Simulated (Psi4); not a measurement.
Pair of molecules, SMILES C with SMILES [H][H] (the first has 5 atoms); geometry from B3LYP-D3(BJ)/def2-TZVP.
(charge 0, multiplicity 1):
```xyz
7

C     -0.0199     0.0148    -0.1340
H     -0.0440     0.0299    -1.2229
H     -1.0370    -0.0517     0.2502
H      0.5537    -0.8472     0.2041
H      0.4477     0.9285     0.2309
H      0.0577    -0.0424     3.7077
H      0.0417    -0.0317     2.9640
```

Calculation: SAPT0/jun-cc-pV(D+d)Z in Psi4.

**Question.** Which attractive term is largest, and how does the interaction split up?

**Answer.** electrostatics -0.6, exchange 1.6, induction -0.2, dispersion -1.1, total -0.2 kJ/mol; the largest attraction is dispersion.
